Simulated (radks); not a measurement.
Task: All-electron atom: the zinc ion Zn0.75+ in [Ar] 3d10 4s(up 0.75, down 0.5) (fractional occupations, a model configuration). Method: non-relativistic Kohn-Sham, TPSS, spin-polarised, spherical densities, point nucleus; meta-GGA in the generalised Kohn-Sham scheme; computed with a radial shooting solver on a logarithmic mesh with Libxc functionals. Some entries of the table are withheld. Estimate them.

orbital,occ.,eigenvalue (hartree),<r> (bohr)
1s up,1,-346.5077,0.05108
1s down,1,-346.5074,0.05108
2s down,1,-41.98491,0.2295
2s up,1,-41.98476,0.2295
2p down,3,-36.97666,0.1997
2p up,3,-36.97661,0.1997
3s up,1,-4.90224,0.6916
3s down,1,-4.90223,0.6915
3p up,3,(1),0.7187
3p down,3,(2),0.7184
3d up,5,-0.64352,0.8973
3d down,5,-0.64163,0.8928
4s up,0.75,-0.42736,(3)
4s down,0.5,-0.41273,(4)

Result: 
(1) 3p up eigenvalue (hartree): -3.30992
(2) 3p down eigenvalue (hartree): -3.30976
(3) 4s up <r> (bohr): 2.488
(4) 4s down <r> (bohr): 2.503
